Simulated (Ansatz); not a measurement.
Consider the ligand exchange at the Si–C bond: `NCOC[SiH3]` + `[SiH3]S[SiH2]S` → `[SiH3]S[SiH2]S[SiH3]` + `COCN`.

Isolated molecules relaxed with PBE0-D4/def2-TZVP in Ansatz; ΔE leaves out vibrations. CBS: MP2 limit from def2 TZ/QZ plus the TZ coupled-cluster correction, frozen cores. This one scheme is used for every species. Functionals use def2-TZVPP. B3LYP here is the variant with VWN-RPA as its local correlation; programs differ in this. Each species was taken in one conformer, which may not be the lowest.

| level | ΔE (kJ/mol) | difference from CCSD(T)/CBS |
| --- | --- | --- |
| PBE-D4 | -91.8 | 0.0 |
| r2SCAN-D4 | -93.1 | -1.3 |
| B3LYP-D4 | -91.5 | 0.3 |
| ωB97X-V | -89.2 | 2.6 |
| PBE | -85.3 | 6.5 |
| r2SCAN | -91.6 | 0.2 |
| PBE0 | -88.6 | 3.2 |
| B3LYP | -80.5 | 11.3 |
| MP2/def2-TZVPP | -96.6 | -4.8 |
| SCS-MP2/def2-TZVPP | -92.2 | -0.4 |
| CCSD(T)/def2-TZVPP | -89.1 | 2.7 |
| HF/def2-QZVPP | -84.9 | 6.9 |
| MP2/def2-QZVPP | -97.9 | -6.1 |
| SCS-MP2/def2-QZVPP | -93.4 | -1.6 |
| HF/CBS(def2) | -84.8 | 7.0 |
| CCSD/CBS(def2) | -89.8 | 2.0 |
| CCSD(T)/CBS | -91.8 | 0 |

Largest T1 diagnostic among the species: 0.012.

The D4 term adds −11.0 kJ/mol with B3LYP and −5.9 kJ/mol with PBE0; it sums over pairs of atoms, weighted by their polarisabilities, and B3LYP, whose exchange is more repulsive, gets the larger term. In def2-TZVPP, CCSD(T) changes the Hartree–Fock value by −3.4 kJ/mol (the triples alone add −2.0 kJ/mol) and MP2 by −10.9 kJ/mol. From PBE to PBE0 (25 % exact exchange), in def2-TZVPP and without D4, ΔE moves by −3.3 kJ/mol.
